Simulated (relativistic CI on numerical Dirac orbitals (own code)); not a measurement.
# Forbidden transitions in Te13+

These numbers are calculated, not measured: Dirac-Coulomb-Breit CI, separate exchange-only KLI orbitals for each configuration, QED by a radiative potential, unscaled Slater integrals (own radial code, finite nucleus).

CI space (outside the closed core [Ar] 3d10): 4s²4p⁶4d³, 4s²4p⁵4d⁴, 4s²4p⁶4d²4f, 4s4p⁶4d⁴, 4s²4p⁶4d²5s, 4s²4p⁶4d²5p, 4s²4p⁶4d4f5s, 4s4p⁶4d³4f, 4s²4p⁶4d²5d, 4s²4p⁶4d5s5p, 4s²4p⁶4d4f², 4s²4p⁶4f³, 4s²4p⁶4f²5s, 4s²4p⁶4f²5p, 4s4p⁶4d4f³, 4p⁶4d⁵, 4p⁵4d⁶, 4s²4p⁶4d5s², 4s²4p⁶4f5s², 4s²4p⁶5s²5p, 4s4p⁶4d4f5s². Double excitations out of closed p, d and f shells are left out; levels of such configurations are missing from the list, as are those of other unlisted configurations, and high levels can miss mixing partners. These lack a partner that the ground configuration has and come out too high: 4s²4p⁶4d²5d.

| λ vac (Å) | Lower | Upper | Type | A (s⁻¹) | E lower (cm⁻¹) | E upper (cm⁻¹) |
| --- | --- | --- | --- | --- | --- | --- |
| 1019.7 | 4s²4p⁶4d³ ⁴F5/2 [2] | 4s²4p⁶4d³ ²D3/2 [18] | M1 | 3.80e+01 | 8096.6 | 106165.2 |
| 1103.6 | 4s²4p⁶4d³ ⁴F7/2 [3] | 4s²4p⁶4d³ ²D5/2 [19] | M1 | 3.61e+01 | 15704.4 | 106318.4 |
| 1244.0 | 4s²4p⁶4d³ ⁴P3/2 [5] | 4s²4p⁶4d³ ²D3/2 [18] | M1 | 4.44e+01 | 25780.7 | 106165.2 |
| 1394.4 | 4s²4p⁶4d³ ⁴F3/2 [1] | 4s²4p⁶4d³ ²F5/2 [16] | M1 | 2.82e+01 | 0.0 | 71715.4 |
| 1486.5 | 4s²4p⁶4d³ ⁴P5/2 [8] | 4s²4p⁶4d³ ²D5/2 [19] | M1 | 1.57e+02 | 39044.2 | 106318.4 |
| 1629.9 | 4s²4p⁶4d³ ²D3/2 [10] | 4s²4p⁶4d³ ²D5/2 [19] | M1 | 1.34e+02 | 44965.0 | 106318.4 |
| 1756.4 | 4s²4p⁶4d³ ⁴F5/2 [2] | 4s²4p⁶4d³ ²P3/2 [15] | M1 | 5.17e+01 | 8096.6 | 65032.5 |
| 1998.3 | 4s²4p⁶4d³ ²D5/2 [13] | 4s²4p⁶4d³ ²D3/2 [18] | M1 | 9.47e+01 | 56123.9 | 106165.2 |
| 2004.5 | 4s²4p⁶4d³ ⁴F9/2 [4] | 4s²4p⁶4d³ ²F7/2 [17] | M1 | 4.09e+01 | 22015.0 | 71902.3 |
| 2224.0 | 4s²4p⁶4d³ ⁴F3/2 [1] | 4s²4p⁶4d³ ²D3/2 [10] | M1 | 5.09e+01 | 0.0 | 44965.0 |
| 2264.3 | 4s²4p⁶4d³ ⁴F7/2 [3] | 4s²4p⁶4d³ ²G9/2 [14] | M1 | 2.10e+01 | 15704.4 | 59868.4 |
| 2474.1 | 4s²4p⁶4d³ ⁴F7/2 [3] | 4s²4p⁶4d³ ²D5/2 [13] | M1 | 1.05e+02 | 15704.4 | 56123.9 |
| 2712.3 | 4s²4p⁶4d³ ⁴F5/2 [2] | 4s²4p⁶4d³ ²D3/2 [10] | M1 | 9.94e+01 | 8096.6 | 44965.0 |
| 2889.9 | 4s²4p⁶4d³ ²F5/2 [16] | 4s²4p⁶4d³ ²D5/2 [19] | M1 | 9.94e+01 | 71715.4 | 106318.4 |
| 2950.9 | 4s²4p⁶4d³ ⁴F9/2 [4] | 4s²4p⁶4d³ ²H11/2 [12] | M1 | 1.34e+01 | 22015.0 | 55903.5 |
| 3000.7 | 4s²4p⁶4d³ ²G7/2 [7] | 4s²4p⁶4d³ ²F7/2 [17] | M1 | 2.94e+01 | 38576.9 | 71902.3 |
| 3280.8 | 4s²4p⁶4d³ ⁴F5/2 [2] | 4s²4p⁶4d³ ²G7/2 [7] | M1 | 7.60e+01 | 8096.6 | 38576.9 |
| 3847.9 | 4s²4p⁶4d³ ⁴P5/2 [8] | 4s²4p⁶4d³ ²P3/2 [15] | M1 | 6.62e+01 | 39044.2 | 65032.5 |
| 3878.9 | 4s²4p⁶4d³ ⁴F3/2 [1] | 4s²4p⁶4d³ ⁴P3/2 [5] | M1 | 3.52e+01 | 0.0 | 25780.7 |
| 3985.6 | 4s²4p⁶4d³ ⁴F7/2 [3] | 4s²4p⁶4d³ ²H9/2 [9] | M1 | 3.93e+01 | 15704.4 | 40794.6 |
| 4372.1 | 4s²4p⁶4d³ ⁴F7/2 [3] | 4s²4p⁶4d³ ²G7/2 [7] | M1 | 3.49e+01 | 15704.4 | 38576.9 |
| 4696.7 | 4s²4p⁶4d³ ²G7/2 [7] | 4s²4p⁶4d³ ²G9/2 [14] | M1 | 6.67e+01 | 38576.9 | 59868.4 |
| 4965.9 | 4s²4p⁶4d³ ⁴P1/2 [6] | 4s²4p⁶4d³ ²P1/2 [11] | M1 | 1.04e+02 | 28576.8 | 48714.2 |
| 4983.2 | 4s²4p⁶4d³ ²D3/2 [10] | 4s²4p⁶4d³ ²P3/2 [15] | M1 | 7.32e+01 | 44965.0 | 65032.5 |
| 5212.6 | 4s²4p⁶4d³ ⁴P3/2 [5] | 4s²4p⁶4d³ ²D3/2 [10] | M1 | 8.27e+01 | 25780.7 | 44965.0 |
| 5242.8 | 4s²4p⁶4d³ ²H9/2 [9] | 4s²4p⁶4d³ ²G9/2 [14] | M1 | 6.42e+01 | 40794.6 | 59868.4 |
| 5324.9 | 4s²4p⁶4d³ ⁴F9/2 [4] | 4s²4p⁶4d³ ²H9/2 [9] | M1 | 4.88e+01 | 22015.0 | 40794.6 |
| 6618.6 | 4s²4p⁶4d³ ²H9/2 [9] | 4s²4p⁶4d³ ²H11/2 [12] | M1 | 2.20e+01 | 40794.6 | 55903.5 |
| 12350.9 | 4s²4p⁶4d³ ⁴F3/2 [1] | 4s²4p⁶4d³ ⁴F5/2 [2] | M1 | 2.09e+01 | 0.0 | 8096.6 |
| 13144.3 | 4s²4p⁶4d³ ⁴F5/2 [2] | 4s²4p⁶4d³ ⁴F7/2 [3] | M1 | 1.72e+01 | 8096.6 | 15704.4 |

Terms are leading LS components. Brackets give the number of a level in order of energy, since labels repeat. The list gives strong lines, with weight on those to low levels, among the lowest 200 of 2199 levels, so that lines to higher ones, which can be the strongest, are missing. Levels whose partners in the same complex of configurations lie outside the list can be far off, and so can their lines. Rates are taken at the computed energies, electric ones in the length gauge.

At this charge energies of transitions that change n are usually good to better than 1 %, and those within a shell (Δn = 0) to a few per cent. Terms inside the open d or f shell come out 10 to 20 % too wide with unscaled integrals. Levels and lines within the n = 5 or 6 shells can be off by up to 10 % or somewhat more, and those that change n by about 2 %, since core polarisation is missing.

LS names give the leading component of a level, which can be under half, so a name can repeat, a term be missing and a line seem to break the LS rules.
